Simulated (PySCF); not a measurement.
Cost of one run: EPR job, `[c]1cccc2ccncc12` [radical].

Method: UKS B3LYP, IGLO-III on C N, pcH-1 on H, non-relativistic, mean-field spin-orbit, GIAO (PySCF 2.14.0). Geometry: PBE0-D3(BJ)/def2-SVP. Work: unrestricted SCF, g, hyperfine, density fitting. A driver script takes a list of jobs; this job's settings line and coordinates (Å) are shown.

Input:
```
{"job": {"kind": "epr"}, "charge": 0, "multiplicity": 2}
C     -0.908300     1.660435     0.291222
C     -2.177676     1.181219     0.343838
C     -2.340558    -0.223436     0.180295
C     -1.252885    -1.042920    -0.021079
C      0.062043    -0.510170    -0.071403
C      1.228422    -1.286930    -0.274874
C      2.455518    -0.665988    -0.307147
N      2.632409     0.666229    -0.154625
C      1.574370     1.412200     0.035761
C      0.248415     0.901068     0.090742
H     -3.045142     1.826814     0.503325
H     -3.346713    -0.649677     0.216301
H     -1.389933    -2.119626    -0.145336
H      1.149189    -2.369001    -0.404610
H      3.366599    -1.253140    -0.463596
H      1.729021     2.490822     0.158378
```

Hardware: one thread, x86-64 server, no GPU, shared host.

Question: How large is the basis?

Answer: 410 functions.

Question: Estimate the wall time.

Answer: About 2.0 min. CPU seconds by part: SCF 64, spin–orbit mean field 6.2, g tensor 46, hyperfine 0.6.

Question: At this speed, how long would 500 such jobs take on 16 cores, one job a core?

Answer: 500/16 gives 32 rounds of 2.0 min, about 64 min of wall time and 17 core-hours, if the jobs don't slow each other.

The host was shared with other jobs, so the times are rough.

The run converged: ⟨S²⟩ 0.759; g_iso 2.0022.
